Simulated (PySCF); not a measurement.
Cartesian coordinates (Å):
```xyz
4

Cd    -0.0134     0.0392     0.0442
O     -1.6704     0.4505     1.0201
H     -2.3953    -0.1062     0.7011
Br     2.0798    -0.3579    -1.0645
```
Charge 0, spin multiplicity 1.

Question: Give the HOMO, total energy, dipole moment, HOMO–LUMO gap and LUMO at the level TPSSh-D3(BJ)/def2-TZVP // r2SCAN-D4/def2-SVP in PySCF 2.14.0.

Answer: 
The HOMO is -7.36 eV. The total energy is -2817.6859 Ha and the dipole moment comes out as 0.345 e·Å. The HOMO–LUMO gap comes out as 5.09 eV and the LUMO comes out as -2.27 eV.
